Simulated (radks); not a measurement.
The numbers below are computed, except where a source is named.
Question: Coherent X-ray form factor from a spherical all-electron density. Code: a radial shooting solver on a logarithmic mesh with Libxc functionals. Model: scalar-relativistic Kohn-Sham, SCAN, spin-polarised, spherical densities, finite nucleus; meta-GGA in the generalised Kohn-Sham scheme; Fermi nuclear charge, rms radius of each element as measured or else 0.836 A^(1/3) + 0.57 fm.

| sin(theta)/lambda (1/angstrom) | f0 (electrons) |
|---|---|
| 0.05 | 63.389 |
| 0.1 | 61.650 |
| 0.15 | 59.034 |
| 0.2 | 55.868 |
| 0.25 | 52.472 |
| 0.3 | 49.098 |
| 0.4 | 42.958 |
| 0.5 | 37.855 |
| 0.6 | 33.619 |
| 0.8 | 26.953 |
| 1 | 22.169 |
| 1.25 | 18.293 |
| 1.5 | 15.854 |
| 2 | 12.344 |

The species is in the configuration that NIST lists as its ground one. Which atom or ion scatters so?

Answer: The holmium ion Ho3+, [Xe] 4f10. Extrapolating in s^2 from the first two rows gives f0(0) = 64.0, near the electron count 64; among species with that count, the fall with angle is slower the higher Z, and the table is that of Z = 67; from so few rows the species is fixed only to a neighbour or two.
